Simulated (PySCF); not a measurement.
Question: What does the GFN2-xTB structure of `Fc1c2c(csc2)ccc1` look like in three dimensions?

Answer: 
```
atom  x, y, z in Å
F1    -0.226    2.798   -0.159
C2    -0.450    1.469   -0.060
C3    -1.715    0.992    0.064
C4    -1.939   -0.402    0.169
C5    -0.910   -1.292    0.148
C6     0.420   -0.818    0.018
C7     1.593   -1.535   -0.026
S8     2.958   -0.523   -0.191
C9     2.004    0.891   -0.206
C10    0.666    0.597   -0.088
H11   -2.547    1.678    0.083
H12   -2.956   -0.749    0.268
H13   -1.084   -2.354    0.229
H14    1.721   -2.597    0.028
H15    2.460    1.855   -0.299
```

Any rigid rotation of these coordinates is as good. Atoms count from 1 in this order. The 8 C–C bonds span 1.358 Å (C2–C3, aromatic) to 1.440 Å (C6–C10, aromatic), a spread of 0.082 Å. The 6-membered ring C2–C3–C4–C5–C6–C10 has internal angles of 118.0° to 121.6°; it is planar, 0.00 Å rms from its mean plane, widest ring torsion 0°. The 10 heavy atoms lie in one plane (0.001 Å rms). The 5-membered ring C6–C7–S8–C9–C10 has internal angles of 92.6° to 112.5°; it is planar, 0.00 Å rms from its mean plane, widest ring torsion 0°.

Bonds between heavy atoms (Å): F1–C2 1.351, C2–C3 1.358, C3–C4 1.417, C4–C5 1.360, C5–C6 1.418, C6–C7 1.376, C7–S8 1.707, S8–C9 1.705, C9–C10 1.375, C2–C10 1.416, C6–C10 1.440.

The geometry is computed with GFN2-xTB (gas phase).

Point group: Cs (tolerance 0.08 Å). GFN2-xTB frequencies: not computed here.
